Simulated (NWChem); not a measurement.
# C$_{2}$H$_{4}$O$_{3}$Si; SMILES O=C1OCO[SiH2]1

```xyz
10

O     -0.2741     2.2255     0.0000
C     -0.0468     1.0397     0.0000
O      1.2480     0.5525     0.0000
C      1.3919    -0.8748     0.0000
O      0.1605    -1.5570     0.0000
Si    -1.1815    -0.5226     0.0000
H      1.9747    -1.1470    -0.9087
H      1.9747    -1.1470     0.9087
H     -2.0189    -0.6712     1.2334
H     -2.0189    -0.6712    -1.2334
```
Atoms are numbered in this order, from 1.

Level: PBE-D3(BJ)/def2-SVP (NWChem), optimised geometry, unscaled harmonic frequencies. 

Q: List the harmonic frequencies with IR intensities, and the thermochemistry.

A: 
```json
[
 {"frequency (cm⁻¹)": "70", "IR intensity (km/mol)": "10.8"},
 {"frequency (cm⁻¹)": "132", "IR intensity (km/mol)": "0.0"},
 {"frequency (cm⁻¹)": "359", "IR intensity (km/mol)": "3.1"},
 {"frequency (cm⁻¹)": "382", "IR intensity (km/mol)": "18.1"},
 {"frequency (cm⁻¹)": "452", "IR intensity (km/mol)": "15.0"},
 {"frequency (cm⁻¹)": "605", "IR intensity (km/mol)": "1.0"},
 {"frequency (cm⁻¹)": "629", "IR intensity (km/mol)": "4.7"},
 {"frequency (cm⁻¹)": "658", "IR intensity (km/mol)": "32.8"},
 {"frequency (cm⁻¹)": "682", "IR intensity (km/mol)": "3.8"},
 {"frequency (cm⁻¹)": "755", "IR intensity (km/mol)": "10.2"},
 {"frequency (cm⁻¹)": "785", "IR intensity (km/mol)": "28.3"},
 {"frequency (cm⁻¹)": "945", "IR intensity (km/mol)": "131.1"},
 {"frequency (cm⁻¹)": "989", "IR intensity (km/mol)": "156.5"},
 {"frequency (cm⁻¹)": "1004", "IR intensity (km/mol)": "148.9"},
 {"frequency (cm⁻¹)": "1092", "IR intensity (km/mol)": "4.2"},
 {"frequency (cm⁻¹)": "1149", "IR intensity (km/mol)": "359.4"},
 {"frequency (cm⁻¹)": "1197", "IR intensity (km/mol)": "0.7"},
 {"frequency (cm⁻¹)": "1384", "IR intensity (km/mol)": "15.9"},
 {"frequency (cm⁻¹)": "1463", "IR intensity (km/mol)": "1.7"},
 {"frequency (cm⁻¹)": "1807", "IR intensity (km/mol)": "275.2"},
 {"frequency (cm⁻¹)": "2191", "IR intensity (km/mol)": "70.9"},
 {"frequency (cm⁻¹)": "2200", "IR intensity (km/mol)": "105.2"},
 {"frequency (cm⁻¹)": "2952", "IR intensity (km/mol)": "82.4"},
 {"frequency (cm⁻¹)": "3004", "IR intensity (km/mol)": "31.0"}
]
```

```json
{
  "zero_point_energy": "38.4 kcal/mol",
  "thermal correction to the enthalpy at 298.15 K (with zero-point energy)": "42.9 kcal/mol",
  "heat capacity Cv": "21.6 cal/(mol K)",
  "entropy at 298.15 K and 1 atm (symmetry number 1)": "79.2 cal/(mol K)",
  "dipole_moment": "2.62 D"
}
```

Rigid rotor and harmonic oscillator; modes under 100 cm⁻¹ make the entropy uncertain.
